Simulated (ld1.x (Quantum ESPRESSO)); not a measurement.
# Pseudopotential generation for V: ultrasoft, LDA (PZ), scalar-relativistic.

V, ultrasoft, made with ld1.x (Quantum ESPRESSO) 7.5 (LDA (PZ), scalar-relativistic). Core [Ne], reference 3s2 3p6 3d3 4s0 4p0 (charge +2). Waves: 3s (bound): rcut 1.25, rcutus 1.40 bohr; 4s (bound, empty): rcut 1.25, rcutus 1.40 bohr; 3p (bound): rcut 1.35, rcutus 1.65 bohr; 4p (bound, empty): rcut 1.35, rcutus 1.65 bohr; 3d (bound): rcut 1.25, rcutus 1.65 bohr; 3d channel at -0.9 Ry: rcut 1.25, rcutus 1.65 bohr; 4f channel at 0.35 Ry: rcut 1.55, rcutus 1.90 bohr; 4f channel at 1.6 Ry: rcut 1.55, rcutus 1.90 bohr. Local part: all-electron potential smoothed inside 1.65 bohr (lloc = -1). Core correction: a·sin(br)/r model core inside 1.15 bohr. Augmentation charge: built from norm-conserving waves at rcut, not smoothed further.

Question: Is the overlap operator S = 1 + Σ q|β⟩⟨β| positive definite (Bessel basis up to 400 Ry)?

Answer: Yes: its lowest eigenvalue is 0.21 (s channel).

Question: Tests: 3s2 3p6 3d3 4s2 4p0; 3s2 3p6 3d3 4s1 4p0; 3s2 3p6 3d2 4s0 4p0; 3s2 3p6 3d2 4s2 4p1; 3s2 3p6 3d4 4s0 4p0; 3s2 3p6 3d4 4s1 4p0; 3s2 3p6 3d3 4s1.5 4p0. Which has the largest error in its energy relative to the reference configuration, and how large is it?

Answer: 3s2 3p6 3d2 4s2 4p1, with -4373 meV (all-electron minus pseudo) on -16.58 eV.

A Bessel basis up to 400 Ry misses an occupied level by 2.07 Ry, so cutoffs and ghosts were not judged.
